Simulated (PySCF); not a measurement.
## Excitation energy of B by level of theory

B [He] 2s2 2p1 (2P) → B [He] 2s1 2p2 (4P), as a difference of total energies. Computed with PySCF 2.14 in aug-cc-pwCVQZ (9s8p6d4f2g, 109 functions), with the non-relativistic Hamiltonian (point nucleus). Correlated levels: valence: 1s2 frozen; valence and next inner shell: nothing frozen. The calculations carry no spin-orbit coupling.

```csv
method,excitation energy (eV)
UHF,2.191
LDA,3.286
PBE,3.275
PBE0,3.221
r2SCAN,2.942
M06-L,3.334
TPSSh,3.524
M06,3.521
MP2 (valence),3.158
SCS-MP2 (valence),3.556
MP2 (valence and next inner shell),3.156
SCS-MP2 (valence and next inner shell),3.558
```

How much does correlation contribute at MP2 (valence and next inner shell)?

3.156 − (2.191) = 0.965 eV, measured against UHF.
